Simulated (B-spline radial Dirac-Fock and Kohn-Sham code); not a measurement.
**Nd³⁺ 3d5/2: cross section and angular parameters**

System: the Nd³⁺ ion, [Xe] 4f3; threshold 1018.5 eV (orbital energy of the model). These are calculated numbers from an atomic code on a B-spline grid; the model is Dirac-Hartree-Slater photoionisation with a Latter tail; cross sections with all multipoles, angular parameters from the dipole term and its interference with E2.

For linearly polarised light dσ/dΩ = σ/(4π) [1 + β P₂(cos θ) + (δ + γ cos²θ) sin θ cos φ], with θ from the polarisation vector and φ the angle between the beam and the projection of the electron momentum on the plane normal to the polarisation.

| hν (eV) | σ (kb) | β | γ | δ |
| --- | --- | --- | --- | --- |
| 1680 | 350 | 1.080 | -0.054 | 0.030 |
| 1880 | 257 | 1.146 | 0.019 | 0.040 |
| 2140 | 179 | 1.193 | 0.118 | 0.050 |
| 2440 | 122 | 1.218 | 0.230 | 0.060 |
| 2620 | 98.8 | 1.224 | 0.295 | 0.066 |
| 2984.4 | 66.5 | 1.223 | 0.418 | 0.077 |
| 3000 | 65.5 | 1.222 | 0.423 | 0.077 |
| 3350 | ? | ? | ? | ? |
| 4000 | 26.5 | 1.179 | 0.705 | 0.105 |
| 4010 | 26.3 | 1.178 | 0.708 | 0.106 |
| 5280 | 10.6 | 1.103 | 0.981 | 0.141 |
| 5414.7 | 9.74 | 1.095 | 1.005 | 0.145 |
| 6040 | 6.70 | 1.058 | 1.109 | 0.162 |
| 7280 | 3.50 | 0.989 | 1.282 | 0.197 |
| 8047.8 | 2.46 | 0.950 | 1.372 | 0.218 |
| 9251.7 | 1.49 | 0.895 | 1.496 | 0.252 |
| 9900 | 1.16 | 0.868 | 1.554 | 0.269 |
| 12000 | 0.569 | 0.791 | 1.709 | 0.326 |

Q: Give the values at 3350 eV.

A: σ = 46.5 kb, β = 1.211, γ = 0.531, δ = 0.087.
